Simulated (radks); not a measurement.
Task: These are the eigenvalues of the occupied orbitals of an atom or ion with whole-number occupations (Ry). Method: Dirac Kohn-Sham, PBE, spin-unpolarised, spherical densities, finite nucleus; Fermi nuclear charge, rms radius of each element as measured or else 0.836 A^(1/3) + 0.57 fm; computed with a radial shooting solver on a logarithmic mesh with Libxc functionals.

| orbital | eigenvalue |
|---|---|
| 1s1/2 | -57.11705 |
| 2s1/2 | -8.57675 |
| 2p1/2 | -7.30207 |

Which element is it, and in what charge state? The configuration may be excited. Open shells, if any, fill j = l - 1/2 first.

Result: Z = 9, fluorine, charge +4: F4+ in [He] 2s2 2p1. The list shows which subshells hold electrons but not how many an open one holds; the 1s level, -28.559 hartree, gives Z - s = 7.6 by -(Z - s)^2/2, which with screening and relativity narrows Z to a few neighbours, and the depths of the outer levels then fix element, charge and occupations together.
